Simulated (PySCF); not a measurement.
Gas-phase reaction: SnHCl + SnH4 ⇌ SnH2 + SnH3Cl

Computed with PySCF and rigid-rotor harmonic-oscillator thermochemistry at 1 bar. † marks an energy on the PBE0/def2-TZVP geometry and frequencies; other levels use their own. MP2 and CCSD(T) freeze the core. All species are closed-shell singlets. B3LYP is the form with VWN-RPA correlation. Sn: scalar-relativistic def2 core potential, no spin-orbit coupling. SnHCl, SnH2, SnH3Cl: computed as isolated molecules; such fragments, hydroxides, amides, oligomers or adducts are transient or little studied in the gas. MP2 isn't extrapolated to the basis-set limit; its ΔH°(298 K) is 46.2 kJ in def2-SVP and 53.5 kJ in def2-TZVPP. CCSD(T) isn't extrapolated to the basis-set limit; its ΔH°(298 K) is 45.5 kJ in def2-SVP and 49.8 kJ in def2-TZVPP. The harmonic model lacks anharmonicity and excited electronic states, which grow with temperature; levels with a mode under 35 cm⁻¹ are left out.

| level | ΔE electronic, kJ | ΔH°(298 K), kJ | ΔS°(298 K), J/K | ΔG°(800 K), kJ |
|---|---|---|---|---|
| B3LYP/def2-TZVP† | 57 | 55 | 3 | 52 |
| CCSD(T)/def2-SVP† | 48 | 46 | 3 | 42 |
| CCSD(T)/def2-TZVPP† | 52 | 50 | 3 | 47 |
| MP2/def2-SVP† | 48 | 46 | 3 | 43 |
| MP2/def2-TZVPP† | 56 | 54 | 3 | 50 |
| PBE/def2-SVP | 60 | 58 | 3 | 55 |
| PBE/def2-TZVP† | 60 | 58 | 3 | 55 |
| PBE0/def2-QZVP† | 55 | 53 | 3 | 50 |
| PBE0/def2-TZVP | 55 | 53 | 3 | 50 |
| r2SCAN/def2-TZVP† | 58 | 55 | 3 | 52 |
| LDA/def2-TZVP† | 63 | 61 | 3 | 58 |
ΔH° is lowest at CCSD(T)/def2-SVP† and highest at LDA/def2-TZVP†. No reference value is set beside these.
